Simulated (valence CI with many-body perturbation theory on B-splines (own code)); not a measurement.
# Which ion has this spectrum?

A relativistic CI+MBPT calculation for an atom or ion with 49 electrons gives these levels (cm⁻¹):

| J | Parity | E | g |
| --- | --- | --- | --- |
| 1/2 | odd | 0.0 | 0.67 |
| 3/2 | odd | 6579 | 1.33 |
| 1/2 | even | 57658 | 2.65 |
| 3/2 | even | 60645 | 1.73 |
| 5/2 | even | 64063 | 1.58 |
| 3/2 | even | 76317 | 0.81 |
| 5/2 | even | 77592 | 1.22 |
| 1/2 | even | 93068 | 1.48 |
| 1/2 | even | 93691 | 1.87 |
| 3/2 | even | 99100 | 0.94 |
| 1/2 | even | 100047 | 1.34 |
| 5/2 | even | 100652 | 1.20 |
| 3/2 | even | 102247 | 1.19 |
| 1/2 | odd | 114874 | 0.67 |

The energies are calculated, with errors of about 200 cm⁻¹, more in some levels.

**Question.** Which is it?
A. Sb2+
B. In
C. I4+
D. Te3+

**Answer.** A. Sb2+, ground level 5s2.5p 2P°_1/2.
